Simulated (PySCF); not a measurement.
PySCF 2.14 output of an unrestricted PBE0 calculation on a single atom or ion in x2c-TZVPPall (8s6p6d2f1g, 79 functions), with scalar relativity by spin-free X2C-1e:

```
SCF conv_tol = 1e-09
number electrons alpha = 24  beta = 22
    C. Adamo and V. Barone.,  J. Chem. Phys. 110, 6158 (1999)
    M. Ernzerhof and G. E. Scuseria.,  J. Chem. Phys. 110, 5029 (1999)
cycle= 1 E= -5314.39950803304  delta_E= -0.0112  |g|= 0.0391  |ddm|= 0.162
cycle= 2 E= -5314.39967847347  delta_E= -0.00017  |g|= 0.0156  |ddm|= 0.0346
cycle= 3 E= -5314.39970084391  delta_E= -2.24e-05  |g|= 0.00665  |ddm|= 0.00851
cycle= 4 E= -5314.3997085536  delta_E= -7.71e-06  |g|= 0.000521  |ddm|= 0.00403
cycle= 5 E= -5314.39970875749  delta_E= -2.04e-07  |g|= 7.05e-05  |ddm|= 0.00128
cycle= 6 E= -5314.39970876  delta_E= -2.51e-09  |g|= 1.27e-05  |ddm|= 0.000122
cycle= 7 E= -5314.39970876006  delta_E= -5.73e-11  |g|= 1.31e-06  |ddm|= 1.37e-05
converged SCF energy = -5314.39970876006  <S^2> = 2.0006379  2S+1 = 3.0004253
```

The run itself started from symmetry-adapted Hartree-Fock orbitals and held the occupation by maximum overlap, on a logarithmic radial grid, so the iterations belong to that start.

Which element, charge and spin multiplicity is this?

Ag⁺ (silver, charge +1), multiplicity 3; the state was [Kr] 4d9 5p1, one real determinant (an excited configuration).

⟨L²⟩ = 8.01 against 12 for a pure F term, so this real determinant mixes terms.
